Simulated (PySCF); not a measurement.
## Frontier orbitals and the lowest excitations

Compound: C7H10Si.
Structure used (GFN2-xTB), in Å, numbered top down from 1:
```xyz
18
C7H10Si angstrom
C      3.5803   -0.9114   -0.1691
C      2.2574   -0.3319   -0.1765
C      1.1603    0.1677   -0.1878
C     -0.1312    0.7064   -0.1904
C     -0.5594    1.9472   -0.5024
Si    -2.3713    1.5668   -0.1810
C     -1.3886   -0.0644    0.1713
C     -1.6353   -1.2687   -0.7246
H      4.3157   -0.1668    0.1370
H      3.8351   -1.2648   -1.1688
H      3.6185   -1.7543    0.5215
H      0.0539    2.7805   -0.8073
H     -3.2752    1.5143   -1.3290
H     -3.0144    2.1942    0.9730
H     -1.3655   -0.3951    1.2134
H     -2.5868   -1.7388   -0.4827
H     -1.6579   -0.9654   -1.7702
H     -0.8443   -2.0093   -0.6028
```

The calculation used PySCF, TDDFT CAM-B3LYP/def2-SVPD, vertical, gas phase, core orbitals frozen in the response. GFN2-xTB frequencies show an imaginary mode (24i cm⁻¹), so this geometry is no minimum at that level.

Frontier orbitals with the atoms that hold most of them (Löwdin shares over 4%, at most four atoms; ? is withheld):

```
orbital  ε (eV)                             atoms
 LUMO+2    1.24      C1 27%, C2 17%, C3 9%, H9 7%
 LUMO+1    1.04  Si6 33%, H13 11%, H14 11%, C7 9%
   LUMO    0.23                                 ?
   HOMO   -7.93    C5 25%, C2 20%, C3 17%, C4 17%
 HOMO-1   -8.71                                 ?
 HOMO-2   -9.30   C7 26%, Si6 16%, C5 10%, C8 10%
 HOMO-3  -10.00   C5 25%, Si6 20%, C4 13%, C7 10%
```

(1) Which atoms hold the LUMO, and with what shares?

(2) Which atoms hold the HOMO-1, and with what shares?

(3) The HOMO–LUMO gap is 8.16 eV. Where does the response calculation put the lowest singlet, and from which orbitals?

(4) One configuration dominates each of S1 and S2. Which, and how do the shares of the two leading atoms of either orbital change from the occupied to the empty one?

## Answers

(1) C5 (bonded to C, Si and H) 24%; C4 (bonded to 3 C) 24%; C2 (bonded to 2 C) 14%; C3 (bonded to 2 C) 11%.

(2) C2 (bonded to 2 C) 29%; C3 (bonded to 2 C) 28%; C7 (bonded to 2 C, Si and H) 13%; Si6 (bonded to 2 C and 2 H) 7%. By element: carbon 70% or more, silicon 7%.

(3) S1 is at 5.10 eV (f = 0.0000), 3.06 eV below the gap, made of HOMO-1→LUMO (90%). Its leading pair isn't HOMO and LUMO; the energies of that pair differ by 8.94 eV. Without the coupling terms of the response equations the lowest excitation would equal the gap.

(4) 
- S1 (5.10 eV, f 0.0000), HOMO-1→LUMO (90%): C2 29% → 14%, C3 28% → 11%, C5 at most 7% → 24%, C4 at most 7% → 24%
- S2 (5.32 eV, f 0.311), HOMO→LUMO (86%): C5 25% → 24%, C2 20% → 14%, C4 17% → 24%

Löwdin shares depend on the basis, the more so with diffuse functions.
